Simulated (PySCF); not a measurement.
**Atomic charges by several schemes**

C5H10N2OSi.
Numbering: `[N:1]#[C:2][Si@@H:3]([OH:4])[N:5]1[CH2:6][CH2:7][CH2:8][CH2:9]1` (hydrogens: H10 on Si3; H11 on O4; H12, H13 on C6; H14, H15 on C7; H16, H17 on C8; H18, H19 on C9)

Structure used (PBE0-D3(BJ)/def2-SVP), in Å, numbered top down from 1:
```xyz
19
C5H10N2OSi angstrom
N      2.4844    3.0594    0.1338
C      2.2465    1.9841   -0.2304
Si     1.8413    0.2519   -0.8062
O      3.0742   -0.7291   -0.2908
N      0.2611   -0.0464   -0.2308
C     -0.6736   -0.9465   -0.9151
C     -1.8693   -1.0438    0.0327
C     -1.8248    0.2808    0.7861
C     -0.3293    0.4791    0.9974
H      1.8767    0.1665   -2.2816
H      3.3051   -0.7087    0.6427
H     -0.9788   -0.5257   -1.8912
H     -0.2335   -1.9384   -1.1143
H     -1.7251   -1.8786    0.7380
H     -2.8150   -1.2201   -0.4997
H     -2.3919    0.2701    1.7280
H     -2.2239    1.0935    0.1575
H      0.0042   -0.0840    1.8920
H     -0.0544    1.5344    1.1544
```

Density: PBE0/pcSseg-1 (PySCF); schemes: Mulliken, IAO, Hirshfeld and ESP-fitted. One conformer (not necessarily the lowest) at the PBE0-D3(BJ)/def2-SVP geometry, without solvent, vibrations or thermal averaging.

Problem. Do the Mulliken, IAO, Hirshfeld and ESP-fitted schemes agree on where the charge is lowest?

Solution. The schemes don't all agree: Mulliken N5 (-0.852); IAO O4 (-0.779); Hirshfeld O4 (-0.307); ESP-fitted O4 (-0.653).

Problem. At which atom do the 4 schemes differ most?

Solution. At Si3: from +0.463 (Hirshfeld) to +1.195 e (IAO), 0.732 e apart.

Problem. Which atoms carry the highest charge in the Mulliken, IAO, Hirshfeld and ESP-fitted schemes?

Solution. All schemes agree: Mulliken Si3 (+1.083); IAO Si3 (+1.195); Hirshfeld Si3 (+0.463); ESP-fitted Si3 (+0.629).

Problem. Give the atomic charges in each scheme.

Solution. In e:

```csv
atom,environment,Mulliken,IAO,Hirshfeld,ESP-fitted
N1,cyano nitrogen,-0.216,-0.200,-0.201,-0.376
C2,cyano carbon,-0.222,-0.187,-0.036,+0.124
Si3,oxygen-bound silicon,+1.083,+1.195,+0.463,+0.629
O4,silanol oxygen,-0.542,-0.779,-0.307,-0.653
N5,silicon-bound nitrogen,-0.852,-0.536,-0.177,-0.330
C6,sp3 carbon bound to nitrogen,+0.062,-0.148,-0.020,+0.046
C7,ring CH2 carbon,-0.281,-0.257,-0.066,-0.139
C8,ring CH2 carbon,-0.246,-0.255,-0.067,-0.051
C9,sp3 carbon bound to nitrogen,+0.039,-0.145,-0.024,-0.062
H10,Si–H hydrogen,-0.108,-0.127,-0.064,-0.081
H11,hydroxyl hydrogen,+0.253,+0.366,+0.178,+0.422
H12,methylene hydrogen,+0.125,+0.127,+0.035,+0.034
H13,methylene hydrogen,+0.127,+0.134,+0.041,+0.059
H14,methylene hydrogen,+0.127,+0.133,+0.040,+0.067
H15,methylene hydrogen,+0.133,+0.143,+0.047,+0.063
H16,methylene hydrogen,+0.130,+0.141,+0.047,+0.046
H17,methylene hydrogen,+0.129,+0.136,+0.042,+0.057
H18,methylene hydrogen,+0.111,+0.115,+0.029,+0.070
H19,methylene hydrogen,+0.147,+0.145,+0.040,+0.076
```

Mean size of the charges over all atoms: IAO 0.277 e, Mulliken 0.260 e, ESP-fitted 0.178 e, Hirshfeld 0.101 e. Each set sums to the total charge, 0, to within 0.001 e. The ESP scheme fits charges at the nuclei, held to the total charge, to the electrostatic potential on points at 1.4 to 2.0 times the van der Waals radii.

Problem. How many electrons does the ESP-fitted scheme count on C2?

Solution. Z − q = 6 − (+0.124) = 5.876.

Problem. Sum the charges by element, for elements with more than one atom.

Solution. 
```json
{"element": "N", "atoms": "2", "Mulliken": "-1.068", "IAO": "-0.736", "Hirshfeld": "-0.378", "ESP-fitted": "-0.707"}
{"element": "C", "atoms": "5", "Mulliken": "-0.648", "IAO": "-0.992", "Hirshfeld": "-0.213", "ESP-fitted": "-0.083"}
{"element": "H", "atoms": "10", "Mulliken": "+1.175", "IAO": "+1.312", "Hirshfeld": "+0.435", "ESP-fitted": "+0.813"}
```

Problem. How closely do the schemes follow one another over all atoms?

Solution. Correlation coefficient and root-mean-square difference: IAO with Hirshfeld 0.97, 0.243 e; Hirshfeld with ESP-fitted 0.96, 0.126 e; Mulliken with IAO 0.95, 0.117 e; Mulliken with Hirshfeld 0.92, 0.239 e; IAO with ESP-fitted 0.91, 0.186 e; Mulliken with ESP-fitted 0.85, 0.202 e.

These values come from a run that also computed NMR shieldings. The run took 1.8 min on an Intel Xeon at 2.50 GHz with one thread, no GPU, on a shared host, and the process peaked at 0.97 GiB of memory.
